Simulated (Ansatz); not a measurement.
`[CH3][GeH2][C](=O)O` and `C[SiH2]C(=O)O` differ in one atom or group.

Ansatz, PBE0-D4/def2-TZVP geometries, multiplicity 1. Each molecule was computed in one conformer, which needn't be the lowest.

Scalar relativity is left out up to krypton.

| property | `[CH3][GeH2][C](=O)O` |
| --- | --- |
| HOMO energy (PBE/def2-TZVPP) / eV | -6.19 |
| HOMO–LUMO gap (PBE/def2-TZVPP) / eV | 4.71 |
| LUMO energy (PBE0/def2-TZVPP) / eV | -0.41 |
| HOMO energy (PBE0/def2-TZVPP) / eV | -7.65 |
| HOMO–LUMO gap (B3LYP/def2-TZVPP) / eV | 6.76 |
| LUMO energy (PBE/def2-TZVPP) / eV | -1.47 |

(1) Give the same properties after the change, and the shifts. (An estimate is asked.)

Results:

(1) Ansatz gave: 
```tsv
property	`C[SiH2]C(=O)O`	shift
HOMO energy (PBE/def2-TZVPP) / eV	-6.27	-0.08
HOMO–LUMO gap (PBE/def2-TZVPP) / eV	4.60	-0.11
LUMO energy (PBE0/def2-TZVPP) / eV	-0.59	-0.18
HOMO energy (PBE0/def2-TZVPP) / eV	-7.78	-0.13
HOMO–LUMO gap (B3LYP/def2-TZVPP) / eV	6.72	-0.04
LUMO energy (PBE/def2-TZVPP) / eV	-1.66	-0.19
```

With PBE0 the HOMO falls by 0.13 eV and the LUMO falls by 0.18 eV, so the gap narrows by about 0.05 eV. PBE moves the HOMO by -0.08 eV and ωB97M-V by -0.18 eV.

B3LYP here is the variant with VWN-RPA as its local correlation; programs differ in this.
